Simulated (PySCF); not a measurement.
PySCF 2.14 output of an unrestricted r2SCAN calculation on a single atom or ion in aug-cc-pVDZ-PP with ECP60MDF, with a scalar-relativistic core potential:

```
SCF conv_tol = 1e-09
number electrons alpha = 10  beta = 5
    J. W. Furness, A. D. Kaplan, J. Ning, J. P. Perdew, and J. Sun.,  J. Phys. Chem. Lett. 11, 8208-8215 (2020)
    J. W. Furness, A. D. Kaplan, J. Ning, J. P. Perdew, and J. Sun.,  J. Phys. Chem. Lett. 11, 9248-9248 (2020)
    J. W. Furness, A. D. Kaplan, J. Ning, J. P. Perdew, and J. Sun.,  J. Phys. Chem. Lett. 11, 8208-8215 (2020)
    J. W. Furness, A. D. Kaplan, J. Ning, J. P. Perdew, and J. Sun.,  J. Phys. Chem. Lett. 11, 9248-9248 (2020)
cycle= 1 E= -103.41577511256  delta_E= -0.00615  |g|= 0.00973  |ddm|= 0.187
cycle= 2 E= -103.415809137494  delta_E= -3.4e-05  |g|= 0.00363  |ddm|= 0.0125
cycle= 3 E= -103.415813503736  delta_E= -4.37e-06  |g|= 0.000881  |ddm|= 0.00516
cycle= 4 E= -103.415813779907  delta_E= -2.76e-07  |g|= 4.48e-05  |ddm|= 0.000918
cycle= 5 E= -103.415813780908  delta_E= -1e-09  |g|= 2.5e-06  |ddm|= 8.11e-05
cycle= 6 E= -103.415813780911  delta_E= -3.15e-12  |g|= 9.88e-08  |ddm|= 4.14e-06
converged SCF energy = -103.415813780911  <S^2> = 8.7511418  2S+1 = 6.0003806
```

The run itself started from symmetry-adapted Hartree-Fock orbitals and held the occupation by maximum overlap, on a logarithmic radial grid, so the iterations belong to that start.

Task: Which element, charge and spin multiplicity is this?

Result: Ir²⁺ (iridium, charge +2), multiplicity 6; the state was [Xe] 4f14 5d6 6s1, high-spin 6D determinant (an excited configuration).

Energies and moments cover only the electrons outside the core potential. Spin-orbit coupling, absent here, splits the open shell strongly.
